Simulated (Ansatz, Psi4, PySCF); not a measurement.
ethyl methyl carbonate (C4H8O3), singlet, geometry from GFN2-xTB. Base run: R2SCAN/STO-3G (PySCF).

Geometry (Å):
```xyz
15

C     -3.0335    -0.4116    -0.0348
C     -1.7700     0.3503     0.3162
O     -0.6516    -0.3883    -0.1867
C      0.5431     0.1442     0.0471
O      0.7508     1.1698     0.6322
O      1.4794    -0.6506    -0.4759
C      2.8195    -0.2079    -0.3050
H     -3.0107    -1.3998     0.4157
H     -3.8995     0.1299     0.3343
H     -3.1141    -0.5239    -1.1122
H     -1.7669     1.3491    -0.1342
H     -1.6604     0.4659     1.4002
H      3.4439    -0.9723    -0.7596
H      2.9700     0.7542    -0.7985
H      3.0544    -0.1001     0.7557
```
All else is at PySCF's defaults.

The same geometry, method and basis name were run in Ansatz (an electronic-structure program) and Psi4 and PySCF, at each program's defaults and at the settings that a row names. The base is PySCF at its defaults. Differences at the defaults can come from grids, fitting, cores and function types together.

| code and settings | ΔE vs base (µEh) | basis functions | E (Eh) | SCF cycles | dipole (D) |
|---|---|---|---|---|---|
| PySCF, defaults (exact integrals, its default grid, spherical functions) | 0.0 | 43 | -377.73125 | 10 | 0.38 |
| Psi4, defaults (density fitting with its default set, its default grid, spherical functions) | -2598 | 43 | -377.73384 | 9 | 0.38 |
| Ansatz, defaults (factorised integrals, its default grid, spherical functions) | -18.1 | 43 | -377.73126 | - | - |
| PySCF, density fitting with def2-universal-jkfit | -2485 | 43 | -377.73373 | 10 | 0.38 |
| PySCF, fine grid | 9.5 | 43 | -377.73124 | 10 | 0.38 |
| Psi4, exact integrals, spherical functions, fine grid | 8.7 | 43 | -377.73124 | 12 | 0.38 |
| Ansatz, high accuracy | -15.6 | 43 | -377.73126 | - | - |
